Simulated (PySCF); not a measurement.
# Nuclear quadrupole coupling in `FC(F)[C@@H]1BCCCC1`

C₆H₁₁BF₂.
Z-matrix (Å and degrees, PBE0-D3(BJ)/def2-SVP geometry), rows numbered from 1:
```
F 
C   1  1.3521
F   2  1.3594  1  107.04
C   2  1.5083  1  110.80  3  -120.61
B   4  1.5742  2  115.53  1   -54.79
C   5  1.5621  4  118.72  2  -160.09
C   6  1.5303  5  115.55  4    25.10
C   7  1.5248  6  112.46  5   -39.78
C   8  1.5242  7  112.48  6    58.25
H   2  1.1057  1  108.04  3   115.00
H   4  1.1154  2  104.41  1    53.73
H   5  1.2108  4  120.26  2    25.63
H   6  1.1141  5  101.83  4   -93.89
H   6  1.1022  5  112.25  4   155.79
H   7  1.1047  6  108.97  5    80.55
H   7  1.1024  6  110.92  5  -163.55
H   8  1.1058  7  109.55  6   -63.43
H   8  1.1018  7  109.88  6  -179.52
H   9  1.1009  4  109.90  2   -58.69
H   9  1.1059  4  109.12  2    57.01
```

Field gradients from the PBE0/pcSseg-1 density (PySCF, non-relativistic), principal values in atomic units, ordered |Vxx| ≤ |Vyy| ≤ |Vzz|:

```json
{"atom": "B5", "Vxx": "-0.2843", "Vyy": "-0.3258", "Vzz": "0.6101"}
```

Task: Find the asymmetry η = (Vxx − Vyy)/Vzz and the couplings χ = eQV/h (234.96 MHz × Q in barn × V in au), with Q(11B) = 0.04059 b.

Result: 
```csv
atom,environment,nucleus,η,χzz (MHz),χxx (MHz),χyy (MHz)
B5,three-coordinate boron,11B,0.07,5.82,-2.71,-3.11
```

The tensor is traceless: Vxx + Vyy + Vzz = 0.

Task: What is Vzz at B5 in SI units (1 au = 9.71736 × 10²¹ V/m²)?

Result: 0.6101 au = 5.929 × 10²¹ V/m².

Task: And the gradient at the other heavy atoms, for which no coupling is worked out here?

Result: 
```
atom                environment  Vzz (au)     η
  F1    fluorine of a CF2 group     2.904  0.11
  C2                CHF2 carbon    -0.543  0.73
  F3    fluorine of a CF2 group     2.865  0.12
  C4  sp3 carbon bound to boron    -0.207  0.38
  C6  sp3 carbon bound to boron    -0.183  0.49
  C7            ring CH2 carbon    -0.046  0.75
  C8            ring CH2 carbon    -0.036  0.75
  C9            ring CH2 carbon    -0.069  0.98
```

Were the hydrogens deuterons (Q(2H) = 0.00286 b), χzz would run from 132 kHz (H12) to 197 kHz (H14).

The structure is a single PBE0-D3(BJ)/def2-SVP conformer in the gas phase; no vibrational or solvent corrections. A larger basis could move these couplings by a tenth or more.

These values come from a run that also computed NMR shieldings. Time: 32 s of wall time (with the writing of density and orbital grids); peak memory 1.0 GiB. Hardware: an Intel Xeon 6975P-C with one thread, on a shared host.
